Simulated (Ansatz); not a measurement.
Isolated molecules relaxed with PBE0-D4/def2-TZVP in Ansatz; ΔE leaves out vibrations. CCSD(T)/CBS adds triple-zeta CCSD(T) − MP2 to the extrapolated MP2 energy (def2 sets, frozen cores). This one scheme is used for every species. DFT in def2-TZVPP. B3LYP here is the variant with VWN-RPA as its local correlation; programs differ in this. Each species was taken in one conformer, which may not be the lowest.

`CC(C)C(C)Cl` + `N[SiH2]N` → `C[SiH](N)N` + `CC(C)CCl`  (formal exchange of groups at a C–C bond)

```json
{"level": "revPBE-D4", "ΔE (kcal/mol)": "-9.6", "difference from CCSD(T)/CBS": "-0.4"}
{"level": "r2SCAN-D4", "ΔE (kcal/mol)": "-10.3", "difference from CCSD(T)/CBS": "-1.1"}
{"level": "B97M-V", "ΔE (kcal/mol)": "-9.9", "difference from CCSD(T)/CBS": "-0.7"}
{"level": "BHLYP-D4", "ΔE (kcal/mol)": "-9.9", "difference from CCSD(T)/CBS": "-0.7"}
{"level": "ωB97X-V", "ΔE (kcal/mol)": "-9.3", "difference from CCSD(T)/CBS": "-0.1"}
{"level": "ωB97M-V", "ΔE (kcal/mol)": "-9.8", "difference from CCSD(T)/CBS": "-0.6"}
{"level": "PBE-QIDH", "ΔE (kcal/mol)": "-9.7", "difference from CCSD(T)/CBS": "-0.5"}
{"level": "revPBE", "ΔE (kcal/mol)": "-11.5", "difference from CCSD(T)/CBS": "-2.3"}
{"level": "BLYP", "ΔE (kcal/mol)": "-11.0", "difference from CCSD(T)/CBS": "-1.8"}
{"level": "PBE0", "ΔE (kcal/mol)": "-10.5", "difference from CCSD(T)/CBS": "-1.3"}
{"level": "B3LYP", "ΔE (kcal/mol)": "-10.8", "difference from CCSD(T)/CBS": "-1.6"}
{"level": "HF/def2-SVP", "ΔE (kcal/mol)": "-8.5", "difference from CCSD(T)/CBS": "0.7"}
{"level": "CCSD/def2-SVP", "ΔE (kcal/mol)": "-6.0", "difference from CCSD(T)/CBS": "3.2"}
{"level": "HF/def2-TZVPP", "ΔE (kcal/mol)": "-10.3", "difference from CCSD(T)/CBS": "-1.1"}
{"level": "MP2/CBS(def2)", "ΔE (kcal/mol)": "-9.0", "difference from CCSD(T)/CBS": "0.2"}
{"level": "CCSD/CBS(def2)", "ΔE (kcal/mol)": "-9.5", "difference from CCSD(T)/CBS": "-0.3"}
{"level": "CCSD(T)/CBS", "ΔE (kcal/mol)": "-9.2", "difference from CCSD(T)/CBS": "0"}
```

Largest T1 diagnostic among the species: 0.010.

The D4 term adds +0.8 kcal/mol with B3LYP and +0.5 kcal/mol with PBE0; it sums over pairs of atoms, weighted by their polarisabilities, and B3LYP, whose exchange is more repulsive, gets the larger term. At CCSD(T), def2-SVP lies +3.7 kcal/mol from the extrapolated value and def2-TZVPP +0.1 kcal/mol.
